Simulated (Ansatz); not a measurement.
Ansatz (a quantum-chemistry and plane-wave program) input (HF/6-31G*):

Ansatz 0.2 input:
```yaml
crystal:
  periodic: [false, false, false]
  atoms:
    - {symbol: O, position_ang: [-0.00000000, -0.00000000, -1.51012800]}
    - {symbol: Si, position_ang: [0.00000000, 0.00000000, 0.00000000]}
    - {symbol: O, position_ang: [0.00000000, 0.00000000, 1.51012800]}
basis:
  gaussian:
    orbitals: 6-31G*
hamiltonian:
  xc: {name: HF}
relax: {f_tol: 0.003, max_steps: 120}
```

Output:

```
Functional definition: HF
integrals: 0.01 GiB planned
444 factors; integrals over basis functions are off by at most 1.6e-4 eV
mean field: 0.07 GiB planned
mean field evaluation 1: about -11930.1754 eV, gradient 5.2e1 eV
mean field evaluation 2: about -11930.1859 eV, gradient 5.2e1 eV
mean field evaluation 4: about -11935.3493 eV, gradient 1.8e0 eV
mean field evaluation 8: about -11935.3702 eV, gradient 5.3e-4 eV
mean field -11935.37016436 eV, -438.6167634557 hartree, gradient 2.1e-5 eV, S^2 0.000000; 0 other end points of the search recorded, 0 dependent functions left out
the calculation of the forces begins
reference -11935.37016436 eV, -438.6167634557 hartree; 15, 15 occupied and 34, 34 virtual orbitals, 444 factors
relax step   1: F+E_penalty+E_count = -11935.37016436 eV  Δ(F+E_penalty+E_count) = +0.000e0 eV  max|allowed force component| = 1.853e0 eV/Å  Δτ_max = 0.0000 Å  (29 SCF iters, accepted)
these checks for a lower state are left out or cut short: starts, cluster_reference, orbital_swaps, neighbouring_geometries, increment
integrals: 0.01 GiB planned
444 factors; integrals over basis functions are off by at most 1.6e-4 eV
mean field: 0.07 GiB planned
mean field evaluation 16: about -11935.4137 eV, gradient 5.3e-5 eV
mean field -11935.41365034 eV, -438.6183615360 hartree, gradient 1.4e-5 eV, S^2 0.000000; 0 other end points of the search recorded, 0 dependent functions left out
the calculation of the forces begins
reference -11935.41365034 eV, -438.6183615360 hartree; 15, 15 occupied and 34, 34 virtual orbitals, 444 factors
relax step   2: F+E_penalty+E_count = -11935.41365034 eV  Δ(F+E_penalty+E_count) = -4.349e-2 eV  max|allowed force component| = 8.039e-1 eV/Å  Δτ_max = 0.0163 Å  (28 SCF iters, accepted)
these checks for a lower state are left out or cut short: starts, cluster_reference, orbital_swaps, neighbouring_geometries, increment
integrals: 0.01 GiB planned
444 factors; integrals over basis functions are off by at most 1.6e-4 eV
mean field: 0.07 GiB planned
mean field -11935.42292956 eV, -438.6187025410 hartree, gradient 1.3e-5 eV, S^2 0.000000; 0 other end points of the search recorded, 0 dependent functions left out
the calculation of the forces begins
reference -11935.42292956 eV, -438.6187025410 hartree; 15, 15 occupied and 34, 34 virtual orbitals, 444 factors
relax step   3: F+E_penalty+E_count = -11935.42292956 eV  Δ(F+E_penalty+E_count) = -9.279e-3 eV  max|allowed force component| = 5.030e-2 eV/Å  Δτ_max = 0.0121 Å  (28 SCF iters, accepted)
these checks for a lower state are left out or cut short: starts, cluster_reference, orbital_swaps, neighbouring_geometries, increment
integrals: 0.01 GiB planned
444 factors; integrals over basis functions are off by at most 1.6e-4 eV
mean field: 0.07 GiB planned
mean field evaluation 32: about -11935.4230 eV, gradient 4.6e-5 eV
mean field -11935.42296384 eV, -438.6187038010 hartree, gradient 1.1e-5 eV, S^2 0.000000; 0 other end points of the search recorded, 0 dependent functions left out
the calculation of the forces begins
reference -11935.42296384 eV, -438.6187038010 hartree; 15, 15 occupied and 34, 34 virtual orbitals, 444 factors
relax step   4: F+E_penalty+E_count = -11935.42296384 eV  Δ(F+E_penalty+E_count) = -3.429e-5 eV  max|allowed force component| = 6.216e-3 eV/Å  Δτ_max = 0.0008 Å  (29 SCF iters, accepted)
these checks for a lower state are left out or cut short: starts, cluster_reference, orbital_swaps, neighbouring_geometries, increment
integrals: 0.01 GiB planned
444 factors; integrals over basis functions are off by at most 1.6e-4 eV
mean field: 0.07 GiB planned
mean field -11935.42296438 eV, -438.6187038206 hartree, gradient 1.1e-5 eV, S^2 0.000000; 0 other end points of the search recorded, 0 dependent functions left out
the calculation of the forces begins
reference -11935.42296438 eV, -438.6187038206 hartree; 15, 15 occupied and 34, 34 virtual orbitals, 444 factors
relax step   5: F+E_penalty+E_count = -11935.42296438 eV  Δ(F+E_penalty+E_count) = -5.327e-7 eV  max|allowed force component| = 7.539e-6 eV/Å  Δτ_max = 0.0001 Å  (18 SCF iters, accepted)
integrals: 0.01 GiB planned
444 factors; integrals over basis functions are off by at most 1.6e-4 eV
mean field: 0.07 GiB planned
mean field -11935.42296438 eV, -438.6187038206 hartree, gradient 1.1e-5 eV, S^2 0.000000; 1 other end points of the search recorded, 0 dependent functions left out
the calculation of the forces begins
reference -11935.42296438 eV, -438.6187038206 hartree; 15, 15 occupied and 34, 34 virtual orbitals, 444 factors
Total energy: -11935.42296438 eV, -438.6187038206 hartree
Atom 0 at    -0.000000    -0.000000    -1.482414 Å, force    -0.000000     0.000000     0.000008 eV/Å
Atom 1 at     0.000000     0.000000    -0.000000 Å, force     0.000000    -0.000000    -0.000000 eV/Å
Atom 2 at    -0.000000    -0.000000     1.482414 Å, force    -0.000000    -0.000000    -0.000008 eV/Å
Dipole moment:    -0.000000    -0.000000     0.000000 e Å
```

The geometry given is a B3LYP-D3(BJ)/def2-TZVP minimum.
